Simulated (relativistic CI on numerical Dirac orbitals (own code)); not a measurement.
**Line list: Forbidden lines, Cd21+**

These numbers are calculated, not measured: Dirac-Coulomb-Breit CI, separate exchange-only KLI orbitals for each configuration, model QED, unscaled Slater integrals (own radial code, finite nucleus).

Configurations in the expansion (outside the closed core [Ne]): 3s2 3p6 3d9, 3s2 3p5 3d10, 3s 3p6 3d10, 3s2 3p6 3d8 4s, 3s2 3p6 3d8 4p, 3s2 3p6 3d8 4d, 3s2 3p6 3d8 4f, 3s2 3p6 3d7 4s2, 3s2 3p5 3d9 4s, 3s2 3p4 3d10 4s, 3s2 3p6 3d7 4s 4p, 3s2 3p4 3d10 4p, 3s2 3p5 3d9 4p, 3s2 3p6 3d8 5s, 3s2 3p6 3d7 4p2, 3s2 3p6 3d8 5p. Levels of other configurations are missing.

```
λ vac (nm)                   Lower                       Upper  Type   A (s⁻¹)  E lower (eV)  E upper (eV)
    2.9019  3s2 3p6 3d9 2D_3/2 [2]  3s2 3p6 3d8 4s 2S_1/2 [21]    E2  7.22e+07         7.151       434.409
    2.9517  3s2 3p6 3d9 2D_5/2 [1]  3s2 3p6 3d8 4s 2D_3/2 [20]    E2  1.96e+07         0.000       420.045
    2.9532  3s2 3p6 3d9 2D_5/2 [1]  3s2 3p6 3d8 4s 2D_5/2 [19]    E2  6.07e+06         0.000       419.833
    2.9651  3s2 3p6 3d9 2D_5/2 [1]  3s2 3p6 3d8 4s 2G_9/2 [17]    E2  8.50e+07         0.000       418.151
    2.9679  3s2 3p6 3d9 2D_5/2 [1]  3s2 3p6 3d8 4s 2P_1/2 [16]    E2  1.17e+08         0.000       417.746
    2.9789  3s2 3p6 3d9 2D_5/2 [1]  3s2 3p6 3d8 4s 4P_3/2 [15]    E2  5.93e+07         0.000       416.208
    2.9919  3s2 3p6 3d9 2D_5/2 [1]  3s2 3p6 3d8 4s 4P_1/2 [14]    E2  2.15e+07         0.000       414.393
    2.9982  3s2 3p6 3d9 2D_5/2 [1]  3s2 3p6 3d8 4s 4F_3/2 [13]    E2  6.17e+07         0.000       413.535
    2.9992  3s2 3p6 3d9 2D_5/2 [1]  3s2 3p6 3d8 4s 4P_5/2 [12]    E2  3.06e+07         0.000       413.397
    3.0028  3s2 3p6 3d9 2D_3/2 [2]  3s2 3p6 3d8 4s 2D_3/2 [20]    E2  1.05e+08         7.151       420.045
    3.0044  3s2 3p6 3d9 2D_3/2 [2]  3s2 3p6 3d8 4s 2D_5/2 [19]    E2  8.68e+07         7.151       419.833
    3.0160  3s2 3p6 3d9 2D_3/2 [2]  3s2 3p6 3d8 4s 2G_7/2 [18]    E2  9.11e+07         7.151       418.237
    3.0196  3s2 3p6 3d9 2D_3/2 [2]  3s2 3p6 3d8 4s 2P_1/2 [16]    E2  1.18e+08         7.151       417.746
    3.0296  3s2 3p6 3d9 2D_5/2 [1]  3s2 3p6 3d8 4s 4F_5/2 [11]    E2  3.34e+07         0.000       409.246
    3.0310  3s2 3p6 3d9 2D_3/2 [2]  3s2 3p6 3d8 4s 4P_3/2 [15]    E2  1.04e+07         7.151       416.208
    3.0314  3s2 3p6 3d9 2D_5/2 [1]  3s2 3p6 3d8 4s 4F_7/2 [10]    E2  9.34e+07         0.000       409.006
    3.0435  3s2 3p6 3d9 2D_5/2 [1]   3s2 3p6 3d8 4s 2D_3/2 [9]    E2  6.59e+07         0.000       407.372
    3.0454  3s2 3p6 3d9 2D_5/2 [1]   3s2 3p6 3d8 4s 2D_5/2 [8]    E2  4.17e+07         0.000       407.126
    3.0509  3s2 3p6 3d9 2D_3/2 [2]  3s2 3p6 3d8 4s 4F_3/2 [13]    E2  1.39e+07         7.151       413.535
    3.0519  3s2 3p6 3d9 2D_3/2 [2]  3s2 3p6 3d8 4s 4P_5/2 [12]    E2  6.65e+07         7.151       413.397
    3.0742  3s2 3p6 3d9 2D_5/2 [1]   3s2 3p6 3d8 4s 2F_7/2 [7]    E2  1.30e+08         0.000       403.311
    3.0835  3s2 3p6 3d9 2D_3/2 [2]  3s2 3p6 3d8 4s 4F_5/2 [11]    E2  5.39e+07         7.151       409.246
    3.0853  3s2 3p6 3d9 2D_3/2 [2]  3s2 3p6 3d8 4s 4F_7/2 [10]    E2  6.84e+06         7.151       409.006
    3.0863  3s2 3p6 3d9 2D_5/2 [1]   3s2 3p6 3d8 4s 4F_9/2 [6]    E2  2.73e+06         0.000       401.723
    3.0979  3s2 3p6 3d9 2D_3/2 [2]   3s2 3p6 3d8 4s 2D_3/2 [9]    E2  4.09e+06         7.151       407.372
    3.1297  3s2 3p6 3d9 2D_3/2 [2]   3s2 3p6 3d8 4s 2F_7/2 [7]    E2  3.54e+06         7.151       403.311
    173.38  3s2 3p6 3d9 2D_5/2 [1]      3s2 3p6 3d9 2D_3/2 [2]    M1  3.09e+03         0.000         7.151
```

Terms are leading LS components. Brackets give the number of a level in order of energy, since labels repeat. The list gives strong lines, with weight on those to low levels, among the lowest 200 of 885 levels, so that lines to higher ones, which can be the strongest, are missing. Levels whose partners in the same complex of configurations lie outside the list can be far off, and so can their lines. Rates are taken at the computed energies, electric ones in the length gauge.

At this charge energies of transitions that change n are usually good to better than 1 %, and those within a shell (Δn = 0) to a few per cent.

LS names give the leading component of a level, which can be under half, so a name can repeat, a term be missing and a line seem to break the LS rules.
